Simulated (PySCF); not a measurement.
**Static response to an electric field**

Compound: CH11OPSi3.
Geometry (GFN2-xTB, Å), atoms numbered from 1 in this order:
```
atom  x, y, z in Å
C1    -3.1545   -0.8773    0.6715
Si2   -2.1406    0.6716    0.2252
Si3   -0.1829    0.0837   -0.8465
O4     0.9942    0.7709    0.0561
Si5    2.4939    0.9044    0.6371
P6     3.6857   -0.8829    0.0030
H7    -4.0890   -0.6139    1.1573
H8    -2.6093   -1.5332    1.3449
H9    -3.3993   -1.4530   -0.2169
H10   -1.9646    1.4424    1.4696
H11   -3.0019    1.5092   -0.6298
H12    0.1279   -1.3531   -0.9055
H13    0.0226    0.6107   -2.2013
H14    2.3040    1.0372    2.0830
H15    3.0857    2.0983    0.0366
H16    4.7368   -0.6386    0.8688
H17    3.0843   -1.7643    0.8866
```

Level: PBE0/def2-SVPD (PySCF), static field, nuclei fixed, core orbitals frozen in the response. The polarisability tensor in these axes (au):

```
x   143.94  -6.43  -5.66
y    -6.43 118.48   3.19
z    -5.66   3.19 109.65
```

Q: Give the principal values, the mean and the anisotropy Δα = √{½[(α1 − α2)² + (α2 − α3)² + (α1 − α3)²]}.

A: Principal values 108.24, 117.30 and 146.53 au; mean 124.02 au = 18.38 Å³ = 20.45 × 10⁻⁴⁰ C²·m²/J; Δα = 34.66 au (28 % of the mean).

Q: What is the dipole moment, and where does it point?

A: (-0.54, -0.56, 0.71) D, 1.05 D in size, pointing from the negative to the positive side. Measured along this direction, the outermost atoms are H15 at the negative end and H7 at the positive end.

Q: Find the Langevin capture rate constant for O2+ (31.990 u) meeting this molecule (153.986 u), k = 2.342 × 10⁻⁹ cm³/s × √(α in Å³ / reduced mass in u).

A: The reduced mass is 26.49 u, so k = 1.95 × 10⁻⁹ cm³/s. The formula leaves out the permanent dipole, which adds to the capture rate.

Q: Molar refractivity from α?

A: Lorentz–Lorenz: R = (4π/3)N_A α = 2.5225 cm³/(mol·Å³) × 18.38 Å³ = 46.4 cm³/mol, in the limit of long wavelengths.

Q: Along which axes do the principal values lie, and how far do the nuclei extend along each?

A: Largest value along (0.96, -0.24, -0.17), where the nuclei span 8.50 Å; middle along (0.27, 0.94, 0.19), 5.14 Å; least along (0.11, -0.23, 0.97), 4.30 Å. The response follows the extents in order.

The structure is a single GFN2-xTB conformer in the gas phase; no vibrational or solvent corrections.
